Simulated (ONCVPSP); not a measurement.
Building the ONCV potential for copper (PBE, fully relativistic).

```
Element                 : Cu (Z = 29)
Generator               : ONCVPSP 4.0.1
Type                    : optimised norm-conserving Vanderbilt (ONCV)
Functional              : PBE
Relativity              : fully relativistic
Frozen core             : [Ne]
Valence charge          : 19
Reference configuration : 3s2 3p6 3d9 4s2
Partial waves           : 3s+4s: rc 1.15 bohr, ncon 4, nbas 8, qcut 11.1 1/bohr, 2 projectors; 3p: rc 0.70 bohr, ncon 4, nbas 8, qcut 11.8 1/bohr, 3 projectors, debl 2.3 Ha; 3d: rc 1.45 bohr, ncon 3, nbas 8, qcut 13.1 1/bohr, 3 projectors, debl 2.1 Ha
Local potential         : polynomial inside 0.45 bohr (lpopt 5, dvloc0 0 Ha)
Core correction         : none
```

Open shells are filled in proportion to 2j + 1.

In the p channel the program set the typed energies aside and used -2.809, 0.250, 2.550 Ha (j = l + 1/2; the other j can differ).

All-electron outer shells of the reference configuration (PBE, scalar-relativistic, ld1.x):

```
shell  level (eV)  outermost node (bohr)  outermost maximum (bohr)
   2p     -922.70                      –                      0.16
   3s     -120.00                   0.29                      0.61
   3p      -77.31                   0.26                      0.62
   3d       -9.52                      –                      0.60
   4s       -5.81                   0.88                      2.16
```

What the tests gave:

| Quantity | Value |
| --- | --- |
| Cutoffs needed | 99 Ha and 377 Ha (the cutoffs (Ha) at which the residual kinetic energy of the hardest occupied pseudo-wave falls to 1 and 0.1 mHa per electron) |
| Ghost test | ghosts flagged at negative energy: p3/2 at -2684.5 eV, p1/2 at -3390.9 eV; GHOST(+) flagged for s at 221.4 eV; a true bound ghost makes a file unfit for plane-wave use |
| Largest excitation error | +41 meV (all-electron minus pseudo) for 3s2 3p6 3d10 4s0, out of 4 test configurations |

Generation and tests took about 6.7 s on one core of a shared server CPU.
